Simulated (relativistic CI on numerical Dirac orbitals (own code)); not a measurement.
A reference radial Dirac CI calculation of Tl gave the lowest total energy -20234.86437 Ha in 66 SCF steps, from this input:

```
atom Tl  Z=81  charge=0  electrons=81
nucleus A=205  rms_radius_fm=5.4759
hamiltonian dirac-coulomb  breit=on  qed=on  c_scale=1
orbitals kli  potential=per-configuration
slater_scale 1
correlation none
mixing on
grid step=0.0125 r_max=323.6
scf mixing=0.4 start=green max_iterations=150 tolerance=2e-08 node_fill=0.05
configurations
  [Xe] 4f14 5d10 6s2 6p
  [Xe] 4f14 5d10 6s2 6d
  [Xe] 4f14 5d10 6s2 7s
  [Xe] 4f14 5d10 6s 6p2
  [Xe] 4f14 5d10 6s2 7p
end
```

One setting was then changed (and the iteration limit cut to 71), and the output read:

```
SCF 1: [Xe] 4f14 5d10 6s2 6p
 iter      energy (Ha)   residual   last orbital (Ha)
    1     -9889.474797   4.06e+00     -0.09812
    2     -9968.097202   1.52e+00     -0.20514
    3     -9978.377852   5.24e-01     -0.19546
    4     -9980.041299   7.33e-02     -0.18447
    5     -9980.077879   1.44e-02     -0.18955
    6     -9980.081255   5.10e-03     -0.18961
    7     -9980.079204   1.81e-03     -0.18851
    8     -9980.079751   2.92e-04     -0.18881
    9     -9980.079555   9.50e-05     -0.18881
   10     -9980.079607   6.11e-06     -0.18880
   11     -9980.079604   5.78e-07     -0.18880
   12     -9980.079604   2.08e-08     -0.18880
   13     -9980.079604   1.22e-08     -0.18880
SCF 2: [Xe] 4f14 5d10 6s2 6d
 iter      energy (Ha)   residual   last orbital (Ha)
    1     -9889.324906   4.06e+00     -0.05695
    2     -9967.980329   1.52e+00     -0.13156
    3     -9978.235506   5.30e-01     -0.12033
    4     -9979.924491   7.67e-02     -0.11240
    5     -9979.966740   1.22e-02     -0.11576
    6     -9979.969532   4.29e-03     -0.11499
    7     -9979.967923   1.02e-03     -0.11411
    8     -9979.968054   1.85e-04     -0.11409
    9     -9979.968049   4.33e-05     -0.11411
   10     -9979.968051   1.99e-06     -0.11409
   11     -9979.968052   3.79e-07     -0.11409
   12     -9979.968052   7.04e-08     -0.11409
   13     -9979.968052   3.72e-08     -0.11409
   14     -9979.968052   1.15e-08     -0.11409
SCF 3: [Xe] 4f14 5d10 6s2 7s
 iter      energy (Ha)   residual   last orbital (Ha)
    1     -9889.296672   4.06e+00     -0.04539
    2     -9967.938324   1.52e+00     -0.06466
    3     -9978.279962   5.13e-01     -0.06384
    4     -9979.892290   6.92e-02     -0.06172
    5     -9979.921940   1.56e-02     -0.06166
    6     -9979.925479   4.37e-03     -0.06165
    7     -9979.923804   1.00e-03     -0.06154
    8     -9979.924126   2.37e-04     -0.06155
    9     -9979.923949   9.63e-05     -0.06156
   10     -9979.923998   1.62e-06     -0.06156
   11     -9979.923998   8.76e-07     -0.06156
   12     -9979.923998   1.88e-08     -0.06156
SCF 4: [Xe] 4f14 5d10 6s 6p2
 iter      energy (Ha)   residual   last orbital (Ha)
    1     -9889.508939   4.05e+00     -0.09812
    2     -9968.130008   1.51e+00     -0.20085
    3     -9978.389561   5.28e-01     -0.19035
    4     -9980.071222   7.55e-02     -0.18299
    5     -9980.111915   1.39e-02     -0.18985
    6     -9980.115145   4.58e-03     -0.19023
    7     -9980.113005   2.18e-03     -0.18939
    8     -9980.113676   3.35e-04     -0.18977
    9     -9980.113480   6.98e-05     -0.18977
   10     -9980.113523   1.05e-05     -0.18976
   11     -9980.113517   5.73e-07     -0.18976
   12     -9980.113517   2.57e-08     -0.18976
   13     -9980.113517   1.49e-08     -0.18976
SCF 5: [Xe] 4f14 5d10 6s2 7p
 iter      energy (Ha)   residual   last orbital (Ha)
    1     -9889.298364   4.06e+00     -0.04616
    2     -9967.936071   1.52e+00     -0.06716
    3     -9978.267507   5.15e-01     -0.06514
    4     -9979.888408   7.02e-02     -0.06209
    5     -9979.920436   1.58e-02     -0.06189
    6     -9979.924291   5.30e-03     -0.06174
    7     -9979.922346   1.23e-03     -0.06154
    8     -9979.922711   2.46e-04     -0.06153
    9     -9979.922495   1.78e-04     -0.06152
   10     -9979.922591   1.01e-05     -0.06152
   11     -9979.922586   7.65e-07     -0.06152
   12     -9979.922586   1.06e-07     -0.06152
   13     -9979.922586   3.39e-08     -0.06152
   14     -9979.922586   1.54e-08     -0.06152
orbital energies (Ha): 5s -0.9284  5p1/2 -1.6503  5p3/2 -1.6412  5d3/2 -1.8638  5d5/2 -1.8381  6s -0.1594  6p1/2 -0.1896  6p3/2 -0.1888
configuration averages (Ha): Dirac-Coulomb, Breit, QED
  6s2 6p                       -9980.079604    2.989811    0.318027
  6s2 6d                       -9979.968052    2.989772    0.318020
  6s2 7s                       -9979.923998    2.989795    0.318070
  6s 6p2                       -9980.113517    2.989801    0.317976
  6s2 7p                       -9979.922586    2.989784    0.318054
levels: no., configuration, term, J, E (cm-1), weight
   1 6s 6p2                 4P   1/2              0.0  1.00
   2 6s 6p2                 4P   3/2             44.2  1.00
   3 6s 6p2                 4P   5/2            117.1  1.00
   4 6s 6p2                 2D   3/2          10589.0  0.92
   5 6s 6p2                 2D   5/2          10596.4  0.93
   6 6s2 6p                 2P*  1/2          17682.2  1.00
   7 6s2 6p                 2P*  3/2          17825.6  1.00
   8 6s 6p2                 2S   1/2          21517.7  0.98
   9 6s 6p2                 2P   1/2          22227.3  0.99
  10 6s 6p2                 2P   3/2          22319.5  1.00
  11 6s2 6d                 2D   3/2          44750.9  0.92
  12 6s2 6d                 2D   5/2          44873.2  0.93
  13 6s2 7s                 2S   1/2          52110.5  0.99
  14 6s2 7p                 2P*  1/2          52222.7  1.00
lowest total energy -9976.852771 Ha
end: converged
```

(1) Which setting was changed?
A. configuration list
B. start potential
C. nuclear radius
D. SCF mixing

Answers

(1) C. The nuclear radius 5475.9 fm. This setting is bad on purpose; its numbers may not be properties of the ion.
